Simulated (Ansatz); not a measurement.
Compare A (`NC1=N[SiH]1[SiH3]`) with its isomer B (`N#C[SiH2]N[SiH3]`).

Gas-phase electronic energies from Ansatz, PBE0-D4/def2-TZVP geometries. CCSD(T)/CBS is the MP2 limit (def2-TZVPP, def2-QZVPP) plus CCSD(T) − MP2 in def2-TZVPP, frozen cores. DFT in def2-TZVPP. B3LYP here is the variant with VWN-RPA as its local correlation; programs differ in this. Each species was taken in one conformer, which may not be the lowest.

Q: Which isomer does CCSD(T)/CBS put lower? Give the gap. (Estimate.)

A: Computed: B, by 231.6 kJ/mol.

Q: Give E(B) − E(A) in kJ/mol with BLYP-D4, B3LYP-D4, MP2/def2-TZVPP, CCSD/def2-TZVPP, CCSD(T)/def2-SVP, PBE-D4, LDA (SPW92). (Estimate.)

A: The calculation gave: BLYP-D4 -205.8, B3LYP-D4 -214.5, MP2/def2-TZVPP -243.8, CCSD/def2-TZVPP -246.6, CCSD(T)/def2-SVP -229.9, PBE-D4 -158.4, LDA (SPW92) -128.8. None reverses the order clearly.

Q: Does the order hold for the free energy at 298.15 K (harmonic terms from PBE0-D4)? (An estimate is asked.)

A: Ansatz gave: Yes: G(B) − G(A) = -240.8 kJ/mol, for one conformer each. Modes under 60 cm⁻¹, often nearly free rotors, make the harmonic entropy too high.

Largest T1 diagnostic: 0.016.

From r2SCAN to r2SCAN0 (25 % exact exchange), in def2-TZVPP and without D4, E(B) − E(A) moves by −8.0 kJ/mol. Leaving LDA and LC-ωPBE aside and taking each functional with its dispersion term where it has one, the values, not all of them listed here, spread over 77.5 kJ/mol, from BHLYP-D4 to PBE-D4. LDA lies +29.3 kJ/mol from PBE without D4.
